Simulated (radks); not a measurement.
Results of a calculation; reference values are marked as such.
Polarisability of the nitrogen ion N3+, [He] 2s2, at imaginary frequency. Level of theory: scalar-relativistic Kohn-Sham, LB94 model potential, spin-polarised, spherical densities, finite nucleus; Fermi nuclear charge, rms radius 2.5582 fm (a radial shooting solver on a logarithmic mesh with Libxc functionals). Response by self-consistent Sternheimer equations with the Hartree and adiabatic LDA kernel, the relativistic mass of each level held fixed and spin-orbit coupling left out.

w (hartree)  alpha1(iw) (bohr^3)  alpha2(iw) (bohr^5)
0.00266                    2.160                1.496
0.0143                     2.158                1.496
0.0360                     2.150                1.496
0.0697                     2.124                1.494
0.118                      2.061                1.491
0.186                      1.933                1.482
0.280                      1.709                1.465
0.413                      1.387                1.430
0.605                      1.013                1.360
0.892                     0.6666                1.229
1.35                      0.4017                1.003
2.12                      0.2199               0.6778
3.59                      0.1029               0.3379
6.94                     0.03695               0.1096
17.5                    0.008446              0.01868

Static values: alpha1 = 2.160 bohr^3 (0.3201 angstrom^3; uncoupled 4.227), alpha2 = 1.496 bohr^5, alpha3 = 3.108 bohr^7. C6 = 2.057, C8 = 11.35, triple-dipole C9 = 3.191 atomic units. One-pole (London) frequency 4 C6 / (3 alpha1^2) = 0.588 hartree, against 2.772 for minus the highest occupied eigenvalue.
